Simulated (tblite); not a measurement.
Record of a relaxation.

C₅H₇BO.
Numbering: `[CH3:1][B:2]([CH3:3])[c:4]1[cH:5][c:6]1=[O:7]` (hydrogens: H8, H9, H10 on C1; H11, H12, H13 on C3; H14 on C5)

Computed with GFN2-xTB (tblite), gas phase: L-BFGS steps from a force-field or distance-geometry start until the largest atomic force falls under 0.01 eV/Å. 5 of its 75 geometries are shown.

Step 0: E = -529.1802 eV, largest atomic force 7.811 eV/Å
```
atom  x, y, z in Å  |  force x, y, z in eV/Å
C1     -1.422    1.180    0.019   -0.173   0.334   0.226
B2     -0.524   -0.095    0.003    1.057   0.176  -0.283
C3     -0.982   -1.550   -0.369    0.100  -0.206   0.489
C4      1.011    0.153    0.169   -2.305  -1.762   1.126
C5      2.201   -0.203    0.769   -0.054  -1.264   0.770
C6      2.154    0.847   -0.142    5.083   5.079  -3.063
O7      2.835    1.734   -0.729   -2.650  -2.876   1.744
H8     -0.783    2.024   -0.337   -0.896  -0.392   0.355
H9     -2.324    1.059   -0.628    0.652   0.378   0.787
H10    -1.715    1.378    1.090    0.035   0.092  -1.211
H11    -1.265   -1.585   -1.440   -0.043  -0.273   0.825
H12    -0.129   -2.225   -0.180   -0.609  -0.038  -0.349
H13    -1.820   -1.863    0.305    0.523   0.143  -0.955
H14     2.763   -0.853    1.447   -0.720   0.608  -0.461
```

Step 18: E = -529.7833 eV, largest atomic force 0.232 eV/Å
```
atom  x, y, z in Å  |  force x, y, z in eV/Å
C1     -1.399    1.155    0.055   -0.080   0.033  -0.024
B2     -0.421   -0.077   -0.033   -0.015   0.033   0.045
C3     -0.946   -1.513   -0.415   -0.003  -0.026   0.006
C4      1.045    0.107    0.229   -0.046  -0.115   0.153
C5      2.241   -0.192    0.814    0.185   0.135  -0.034
C6      2.261    0.807   -0.173    0.163   0.014   0.011
O7      2.757    1.647   -0.862    0.085  -0.107   0.007
H8     -0.939    2.075   -0.297    0.086   0.003  -0.025
H9     -2.297    0.986   -0.530   -0.133   0.030   0.002
H10    -1.715    1.357    1.076    0.001  -0.062   0.055
H11    -1.290   -1.578   -1.444   -0.089   0.038   0.007
H12    -0.212   -2.300   -0.273    0.061  -0.035  -0.007
H13    -1.796   -1.730    0.228   -0.097  -0.093  -0.101
H14     2.709   -0.744    1.603   -0.120   0.151  -0.095
```

Step 37: E = -529.8810 eV, largest atomic force 0.431 eV/Å
```
atom  x, y, z in Å  |  force x, y, z in eV/Å
C1     -1.411    1.080    0.213    0.062  -0.028   0.011
B2     -0.398   -0.119    0.017    0.124  -0.024  -0.058
C3     -0.962   -1.475   -0.568    0.038   0.035   0.008
C4      1.068    0.103    0.260   -0.304  -0.085   0.087
C5      2.210    0.138    1.006   -0.040  -0.067   0.197
C6      2.349    0.572   -0.301    0.035  -0.038   0.082
O7      2.939    1.000   -1.239    0.121   0.145  -0.387
H8     -1.011    2.020   -0.158   -0.040   0.017  -0.046
H9     -2.358    0.875   -0.276   -0.054   0.123  -0.024
H10    -1.620    1.238    1.267   -0.003  -0.003   0.104
H11    -1.274   -1.279   -1.592    0.033  -0.074  -0.088
H12    -0.269   -2.313   -0.581    0.004   0.050   0.007
H13    -1.864   -1.782   -0.044    0.018  -0.028   0.049
H14     2.600   -0.057    1.975    0.006  -0.023   0.057
```

Step 56: E = -529.8999 eV, largest atomic force 0.016 eV/Å
```
atom  x, y, z in Å  |  force x, y, z in eV/Å
C1     -1.410    1.108    0.217   -0.004  -0.001   0.001
B2     -0.421   -0.108   -0.004   -0.004  -0.002   0.004
C3     -0.939   -1.484   -0.586    0.003  -0.001  -0.004
C4      1.032    0.097    0.284    0.003   0.001   0.004
C5      2.184    0.132    1.015    0.001  -0.005  -0.004
C6      2.317    0.550   -0.302    0.003   0.012  -0.004
O7      2.878    0.964   -1.268   -0.003  -0.015   0.004
H8     -0.992    2.045   -0.146   -0.004  -0.005   0.001
H9     -2.377    0.963   -0.256   -0.002   0.001   0.006
H10    -1.585    1.247    1.284   -0.013   0.007  -0.005
H11    -1.242   -1.348   -1.624    0.006   0.004  -0.005
H12    -0.203   -2.283   -0.564    0.005   0.002   0.003
H13    -1.825   -1.824   -0.055    0.003   0.006   0.002
H14     2.583   -0.060    1.983    0.004  -0.004  -0.003
```

Step 74: E = -529.9009 eV, largest atomic force 0.010 eV/Å
```
atom  x, y, z in Å  |  force x, y, z in eV/Å
C1     -1.430    1.113    0.222   -0.001  -0.001  -0.002
B2     -0.425   -0.092    0.013   -0.001  -0.009  -0.003
C3     -0.922   -1.470   -0.584   -0.001  -0.001   0.001
C4      1.028    0.108    0.302    0.002   0.004   0.000
C5      2.192    0.119    1.013    0.001  -0.003  -0.009
C6      2.313    0.532   -0.306    0.005  -0.001  -0.002
O7      2.867    0.927   -1.284   -0.003  -0.002   0.008
H8     -1.022    2.050   -0.151    0.001   0.002   0.000
H9     -2.392    0.950   -0.256   -0.006   0.001   0.001
H10    -1.616    1.264    1.284    0.002   0.000   0.003
H11    -1.204   -1.332   -1.627    0.007   0.001   0.003
H12    -0.180   -2.264   -0.549   -0.006   0.004   0.002
H13    -1.817   -1.819   -0.072    0.006   0.002  -0.002
H14     2.607   -0.087    1.972   -0.004   0.003  -0.001
```

**Question.** Summarise the path.

**Answer.** The energy falls by 0.7206 eV from step 0 to step 74; nine tenths of that is first reached at step 26. It rises by more than 0.2 meV at step 1. The largest force goes from 7.811 to 0.010 eV/Å. Among the bonds C4–C6 changes most, from 1.372 to 1.484 Å; the atoms move by 0.462 Å rms after alignment.

What follows is the cost of the whole relaxation. On one thread, Arm Neoverse V2 (aarch64), shared host with 32 logical CPUs at a one-minute load of 28, this took 0.3 s of wall time.
